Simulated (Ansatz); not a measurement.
`[OH][Al]1[CH2][CH]1F`, charge 0, multiplicity 1.

(1) Give a relaxed structure at PBE0-D4/def2-TZVP (the Gaussian-basis code of Ansatz). (Estimate.)

Results:

(1) Ansatz gave: 
Cartesian coordinates in Å:
```
O 2.008 1.658 0.262
Al 0.734 0.592 -0.006
C -0.996 -0.126 0.339
C -0.153 -0.955 -0.684
F -0.067 -2.310 -0.443
H 1.951 2.481 0.745
H -0.873 -0.559 1.343
H -2.053 0.033 0.139
H -0.552 -0.813 -1.694
```
This is one stationary point; other conformers may exist.
